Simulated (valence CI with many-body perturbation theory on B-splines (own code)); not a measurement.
Xe40+: fill in the table

Method: relativistic CI+MBPT: four valence electrons over a frozen Dirac-Fock core [Ne], a basis of 11 s, 11 p, 9 d, 7 f, 5 g, 2 h, 1 i functions for each j, with the one-electron correlation potential Σ1, the two-electron term Σ2, the three-electron term Σ3, Breit, model QED; selected CI, second order for the rest (own B-spline code, finite nucleus).

The last digits are not significant, and no measured levels were compared; by estimate large intervals hold to a few tenths of a per cent, small ones and those within an open d or f shell to about a per cent.

| Level | E (cm⁻¹) |
| --- | --- |
| (3s^2 3p1/2^2) J=0 | 0 |
| (3s^2 3p1/2 3p3/2) J=1 | ? |
| (3s^2 3p1/2 3p3/2) J=2 | 647060 |
| (3s^2 3p3/2^2) J=2 | 1279800 |
| (3s^2 3p3/2^2) J=0 | 1392400 |
| (3s 3p1/2^2 3p3/2) J=2 | ? |
| (3s 3p1/2^2 3p3/2) J=1 | 1577700 |
| (3s^2 3p1/2 3d3/2) J=2 | ? |
| (3s 3p1/2 3p3/2^2) J=2 [a] | 1917900 |
| (3s^2 3p1/2 3d5/2) J=3 | 1979700 |
| (3s^2 3p1/2 3d3/2) J=1 | ? |
| (3s^2 3p1/2 3d5/2) J=2 | 2107700 |
| (3s 3p1/2 3p3/2^2) J=3 | 2129300 |
| (3s 3p1/2 3p3/2^2) J=0 | 2162600 |
| (3s 3p1/2 3p3/2^2) J=1 [a] | 2226800 |
| (3s 3p1/2 3p3/2^2) J=2 [b] | 2257900 |
| (3s 3p1/2 3p3/2^2) J=1 [b] | 2311000 |
| (3s^2 3p3/2 3d3/2) J=2 | ? |
| (3s^2 3p3/2 3d5/2) J=2 | 2587800 |
| (3s^2 3p3/2 3d3/2) J=3 | ? |

Levels are named by their leading jj configuration (3d3/2^4 stands for four electrons in 3d with j = 3/2), which in mixed levels can hold well under half, so a name can repeat and another be missing. Letters in brackets count levels of one name in rising energy.

Problem. The levels stand in rising order. What does the calculation give for the missing energies?

Solution. (3s^2 3p1/2 3p3/2) J=1 595510; (3s 3p1/2^2 3p3/2) J=2 1417700; (3s^2 3p1/2 3d3/2) J=2 1780500; (3s^2 3p1/2 3d3/2) J=1 1995700; (3s^2 3p3/2 3d3/2) J=2 2584500; (3s^2 3p3/2 3d3/2) J=3 2588600.
